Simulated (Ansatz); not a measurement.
1,2-elimination

Start structure (SiH$_{4}$SO$_{3}$, singlet), relaxed at PBE0-D4/def2-TZVP:

Si1  (-0.026, 0.086, -0.046)
O2  (1.185, 0.453, 0.981)
S3  (-1.119, -1.513, 0.825)
H4  (-0.018, -2.135, 1.276)
O5  (-1.108, 1.279, -0.319)
O6  (0.683, -0.231, -1.480)
H7  (1.960, 0.861, 0.589)
H8  (-1.667, 1.543, 0.414)
H9  (0.110, -0.343, -2.240)
(Å)

The step: SiH₄SO₃ ([OH][Si]([OH])([OH])[SH]) → SiH₂SO₂ ([OH][Si]([OH])[S]) + H₂O (still joined by a long Si–O bond); bonds formed: O2–H4; bonds broken: S3–H4; bonds weakened to dative contacts: Si1–O2. Ansatz 0.2.0; basis: def2-TZVPP and def2-QZVPP; cores frozen in the correlated methods. Extrapolation: Hartree–Fock as exp(−7.88 √X), correlation as X^−2.97. Energies below are by CCSD(T) at an estimated basis limit (MP2 extrapolated from triple and quadruple zeta, plus CCSD(T) − MP2 in triple zeta).

(1) What are the electronic barrier and the energy of the step, from the start structure to the end structure? (Judge from chemistry; the value comes from the calculation.)

The T1 diagnostic stays at or below 0.013.

Results:

(1) The calculation gives: Barrier 1.607 eV; step energy 1.304 eV (uphill); reverse barrier, their difference, 0.303 eV. Barrier and step energy count from the start structure, the reverse barrier from the end structure.

The saddle point: One imaginary mode of 1071i cm⁻¹.
```
  pair  start (Å)  saddle (Å)  end (Å)
 O2–H4       2.87        1.17     0.98
Si1–O2       1.63        1.80     1.93
 S3–H4       1.34        1.78     2.60
```

Zero-point energy (harmonic, PBE0-D4): ZPE is 1.453 eV at the start and 1.417 eV at the saddle, so the barrier goes from 1.607 to 1.570 eV.

First-order rate constant out of the start structure at 298 K by transition-state theory, with harmonic vibrational free energies alone and no tunnelling: ΔA‡ = 1.594 eV, so k = (kB T/h) exp(−ΔA‡/kB T) ≈ 10^-14 s⁻¹ (an order of magnitude at best: rotation, the number of equivalent paths and anharmonicity are left out).

Labels in which every atom is bracketed show which atoms are joined, not bond orders.

For scale, one of the runs: CCSD(T)/def2-TZVPP, 233 basis functions, launched by `ansatz run in.yaml --threads 4 --pin off --events-out ev --progress --plain --max-ram 9574MiB`. Time: 100 s of wall clock on 4 CPU threads of an Arm Neoverse V2; the host was shared. Peak host memory: 4.1 GiB.
